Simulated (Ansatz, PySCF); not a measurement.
Gas-phase reaction in SMILES: CCCCl [1-chloropropane] -> [CH2]CC + Cl atom (the C-Cl bond at the site shown breaks; other sites are not compared here)
Each molecule is optimised on its own at B3LYP-D3(BJ)/def2-TZVP (Ansatz, a program for electronic structure), one conformer each, not searched for the lowest.
Geometry of the first species:
```xyz
11

C      0.8999    -0.6398     0.0082
C      2.3773    -0.2490     0.0173
C      0.0078     0.5856    -0.0017
H      0.6640    -1.2462     0.8852
H      0.6762    -1.2516    -0.8683
H      3.0115    -1.1363     0.0244
Cl    -1.7445     0.1396    -0.0126
H      2.6384     0.3393    -0.8652
H      2.6261     0.3447     0.8998
H      0.1587     1.2011     0.8831
H      0.1710     1.1957    -0.8881
```

Quantity: bond dissociation energy (0 K, with B3LYP-D3(BJ) harmonic zero-point energies from PySCF), in kcal/mol. Correlated levels leave the core frozen unless marked. Open shells are spin-unrestricted. No spin-orbit coupling. Non-relativistic. CBS(X,Y): correlation extrapolated as X^-3; Hartree-Fock from the larger set. The bracket is a focal-point correction in the basis named.

```json
[
 {"level": "HF/6-31G*", "program": "Ansatz", "bond dissociation energy (kcal/mol)": "50.6"},
 {"level": "HF/cc-pV(D+d)Z", "program": "Ansatz", "bond dissociation energy (kcal/mol)": "49.7"},
 {"level": "RI-HF/cc-pV(Q+d)Z", "program": "Ansatz", "bond dissociation energy (kcal/mol)": "50.4"},
 {"level": "PBE/def2-TZVPD", "program": "Ansatz", "bond dissociation energy (kcal/mol)": "85.0"},
 {"level": "PBE-D4/def2-TZVPD", "program": "Ansatz + dftd4", "bond dissociation energy (kcal/mol)": "86.4"},
 {"level": "PBE0/6-31G*", "program": "Ansatz", "bond dissociation energy (kcal/mol)": "83.1"},
 {"level": "PBE0/def2-SVP", "program": "Ansatz", "bond dissociation energy (kcal/mol)": "81.5"}
]
```

Question: What does RI-MP2/CBS(cc-pV(T+d)Z,cc-pV(Q+d)Z)+[CCSD(T)-MP2]/cc-pV(T+d)Z (Ansatz) give?

Answer: 85.4 kcal/mol, so PBE0/def2-SVP differs from it by -3.9 kcal/mol.
